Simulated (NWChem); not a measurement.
System: C₂H₄O₂Si; SMILES O=C1C[SiH2]O1

Here is an NWChem input.

```
start job
memory heap 200 mb stack 900 mb global 1100 mb
geometry units angstroms noautosym nocenter noautoz
  O      0.124423     2.135333     0.000000
  C      0.025646     0.951695     0.000000
  C     -1.214597     0.041741     0.000000
  Si     0.066682    -1.330445     0.000000
  O      1.075397     0.074362     0.000000
  H     -1.837636     0.190403    -0.893841
  H     -1.837636     0.190403     0.893841
  H      0.240749    -2.148214    -1.227508
  H      0.240749    -2.148214     1.227508
end
basis spherical
  * library def2-svp
end
dft
  xc xpbe96 cpbe96
  iterations 150
end
cosmo
  do_cosmo_smd true
  solvent water
end
task dft energy
```

NWChem printed, in part:

```
             Northwest Computational Chemistry Package (NWChem) 7.3.0
             --------------------------------------------------------

                             Geometry "geometry" -> ""
                             -------------------------

 Output coordinates in angstroms (scale by  1.889725989 to convert to a.u.)

  No.       Tag          Charge          X              Y              Z
 ---- ---------------- ---------- -------------- -------------- --------------
    1 O                    8.0000     0.12442300     2.13533300     0.00000000
    2 C                    6.0000     0.02564600     0.95169500     0.00000000
    3 C                    6.0000    -1.21459700     0.04174100     0.00000000
    4 Si                  14.0000     0.06668200    -1.33044500     0.00000000
    5 O                    8.0000     1.07539700     0.07436200     0.00000000
    6 H                    1.0000    -1.83763600     0.19040300    -0.89384100
    7 H                    1.0000    -1.83763600     0.19040300     0.89384100
    8 H                    1.0000     0.24074900    -2.14821400    -1.22750800
    9 H                    1.0000     0.24074900    -2.14821400     1.22750800

 Effective nuclear repulsion energy (a.u.)     223.4077726918

  pbe96 is a nonlocal functional; adding pw91lda local functional.

                                 NWChem DFT Module
                                 -----------------

 Summary of "ao basis" -> "ao basis" (spherical)
 ------------------------------------------------------------------------------
       Tag                 Description            Shells   Functions and Types
 ---------------- ------------------------------  ------  ---------------------
 O                          def2-svp                 6       14   3s2p1d
 C                          def2-svp                 6       14   3s2p1d
 Si                         def2-svp                 8       18   4s3p1d
 H                          def2-svp                 3        5   2s1p

 in cosmo_initialize ...
 calling solv_data for solv:h2o

 solvent parameters
 solvname_short: h2o
 solvname_long:  water
 dielec:       78.4000
 dielecinf:     1.7769
 aqueous SMD model solvent descriptors
 dielec:       78.4000
 sola:          0.8200

          ---------------
          -cosmo- solvent
          ---------------
 Cosmo: York-Karplus, doi: 10.1021/jp992097l
 dielectric constant -eps-     =  78.40
 screen = (eps-1)/(eps    )    =   0.98724
 surface charge correction     = lagrangian

[...]

                                COSMO-SMD solvation results
                                ---------------------------

             internal energy in gas <Psi(g)|H|Psi(g)> =      -517.917176442863
         internal energy in solvent <Psi(s)|H|Psi(s)> =      -517.914020358186
                               delta internal energy  =         0.003156084677 (    1.98 kcal/mol)
   total free energy in solvent <Psi(s)|H+V/2|Psi(s)> =      -517.929312757267
 polarization energy contribution <Psi(s)|V/2|Psi(s)> =        -0.015292399081 (   -9.60 kcal/mol)
    total free energy in solvent including G(SMD-CDS) =      -517.923101639844
                       G(SMD-CDS) energy contribution =         0.006211117423 (    3.90 kcal/mol)
     1 M fixed-concentration free energy of solvation =        -0.005925196981 (   -3.72 kcal/mol)

                       DFT Final Molecular Orbital Analysis
                       ------------------------------------

 Vector   21  Occ=2.000000D+00  E=-2.893504D-01
              MO Center= -1.4D-01, -2.1D-01,  8.5D-09, r^2= 2.6D+00
   Bfn.  Coefficient  Atom+Function         Bfn.  Coefficient  Atom+Function
  ----- ------------  ---------------      ----- ------------  ---------------
    64      0.393059  5 O  px                32      0.297032  3 C  px
    67      0.282956  5 O  px                33     -0.233537  3 C  py
    31      0.226575  3 C  s                 50     -0.214431  4 Si px
    35      0.171637  3 C  px                75     -0.132733  6 H  s
    80     -0.132733  7 H  s                 47      0.116563  4 Si px

 Vector   22  Occ=2.000000D+00  E=-2.845532D-01
              MO Center=  4.9D-01, -1.0D-01, -1.8D-08, r^2= 3.9D+00
   Bfn.  Coefficient  Atom+Function         Bfn.  Coefficient  Atom+Function
  ----- ------------  ---------------      ----- ------------  ---------------
    66      0.419758  5 O  pz                 6     -0.337362  1 O  pz
    69      0.310214  5 O  pz                 9     -0.245942  1 O  pz
    85      0.213305  8 H  s                 90     -0.213305  9 H  s
    86      0.175229  8 H  s                 91     -0.175229  9 H  s
    52     -0.144344  4 Si pz                57      0.089245  4 Si d -1

 Vector   23  Occ=2.000000D+00  E=-2.466982D-01
              MO Center= -5.6D-02,  1.3D+00, -6.4D-10, r^2= 2.5D+00
   Bfn.  Coefficient  Atom+Function         Bfn.  Coefficient  Atom+Function
  ----- ------------  ---------------      ----- ------------  ---------------
     4      0.536496  1 O  px                 7      0.373844  1 O  px
    33      0.253230  3 C  py                31      0.185589  3 C  s
    36      0.164510  3 C  py                63     -0.151421  5 O  s
    64      0.148631  5 O  px                53      0.143668  4 Si px
    50      0.129727  4 Si px                67      0.129898  5 O  px

 Vector   24  Occ=0.000000D+00  E=-3.970638D-02
              MO Center= -6.0D-02,  1.0D+00,  5.6D-10, r^2= 2.0D+00
   Bfn.  Coefficient  Atom+Function         Bfn.  Coefficient  Atom+Function
  ----- ------------  ---------------      ----- ------------  ---------------
    20      0.586551  2 C  pz                23      0.476697  2 C  pz
     9     -0.390509  1 O  pz                 6     -0.380829  1 O  pz
    76      0.325141  6 H  s                 81     -0.325141  7 H  s
    66     -0.272399  5 O  pz                69     -0.255937  5 O  pz
    37      0.200845  3 C  pz                75      0.162587  6 H  s

[...]
```

Level: PBE/def2-SVP, SMD on the gas-phase geometry. Structure relaxed at the PBE0/def2-SVP level. Solvent: water.
